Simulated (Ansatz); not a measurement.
Consider the formal exchange of groups at the Si–N bond: `NN[SiH3]` + `CC#CO` → `OC#CC[SiH3]` + `NN`.

Isolated molecules relaxed with PBE0-D4/def2-TZVP in Ansatz; ΔE leaves out vibrations. CCSD(T)/CBS is the MP2 limit (def2-TZVPP, def2-QZVPP) plus CCSD(T) − MP2 in def2-TZVPP, frozen cores. This one scheme is used for every species. DFT in def2-TZVPP. HSE06 is defined as in plane-wave codes. One conformer a species, not always the lowest.

```json
{"level": "HSE06-D4", "ΔE (eV)": "0.43"}
{"level": "CCSD/def2-TZVPP", "ΔE (eV)": "0.46"}
```

(1) What does CCSD(T)/CBS give? (Estimate.)

Largest T1 diagnostic among the species: 0.012.

Results:

(1) Ansatz gave: +0.45 eV. The listed levels differ from it by -0.02, 0.01 eV.

Leaving LDA and LC-ωPBE aside and taking each functional with its dispersion term where it has one, the values, not all of them listed here, spread over 0.11 eV, from revPBE-D4 to CAM-B3LYP-D4. LDA lies +0.04 eV from PBE without D4. In def2-TZVPP, CCSD(T) changes the Hartree–Fock value by −0.11 eV (the triples alone add −0.02 eV) and MP2 by −0.10 eV.
